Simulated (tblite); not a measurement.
Compound: C₅H₁₄AlN.
Structure used (GFN2-xTB), in Å, numbered top down from 1:
```xyz
21
C5H14AlN angstrom
C      3.3035    0.7074   -0.5496
C      2.0300    0.9672   -0.2381
Al     0.9982   -0.7371   -0.2400
N     -0.9073   -0.1819    0.2869
C     -1.7005   -1.3992    0.2851
C     -0.8880    0.4076    1.6140
C     -1.4192    0.7560   -0.6969
H      3.6188   -0.3110   -0.7466
H      4.0888    1.4519   -0.6286
H      1.8126    2.0255   -0.0585
H      1.2626   -1.7623    0.9205
H      0.6676   -1.3978   -1.6272
H     -1.2640   -2.1045    0.9914
H     -2.7442   -1.2075    0.5557
H     -1.6578   -1.8462   -0.7073
H     -1.8945    0.6618    1.9631
H     -0.4326   -0.3015    2.3050
H     -0.2725    1.3057    1.5987
H     -0.8263    1.6688   -0.6677
H     -1.3119    0.3141   -1.6877
H     -2.4721    0.9998   -0.5179
```

Level: GFN2-xTB in tblite, geometry and Hessian alike; calculated harmonic values, unscaled, isolated species. This tight-binding method is rough: wavenumbers can miss measured ones by several per cent, in bad cases by 10 to 20. Modes of hydrogen on aluminium can be 10 to 20 % off. One conformer, not necessarily the lowest. The optimisation stopped once no atom felt more than 0.01 eV/Å.

Lowest wavenumbers of the output (negative numbers stand for imaginary wavenumbers):
```
mode    cm-1
  1     -47.4
  2      69.9
  3      72.1
  4     123.5
  5     130.8
  6     154.6
  7     186.5
  8     231.4
  9     241.4
 10     278.4
```

Task: Is this structure a minimum?

Result: Not by this Hessian. 1 mode is imaginary beyond 20i (47i cm⁻¹), so at this level the point lies at or near a first-order saddle. The curvature is small, so loose convergence or finite differences may be the whole cause.

Task: Which atoms move in the imaginary mode?

Result: 47i: C1 (terminal =CH2 carbon) 32 %, H8 (vinylic hydrogen) 17 %, C2 (alkene CH carbon) 15 %, Al3 (aluminium bonded to C, N and 2 H) 12 %. These are shares of the mass-weighted motion.

Task: What is the remedy?

Result: Step along that mode in both directions, optimise again with tighter thresholds and repeat the frequencies. The zero-point energy of this point (107.9 kcal/mol) counts the 56 real modes alone, and thermal corrections from it aren't those of a minimum.

On Arm Neoverse N1, one thread, no GPU, shared host with 64 logical CPUs at a one-minute load of 58, this took 1.4 s wall. The figure is for the frequency step alone.
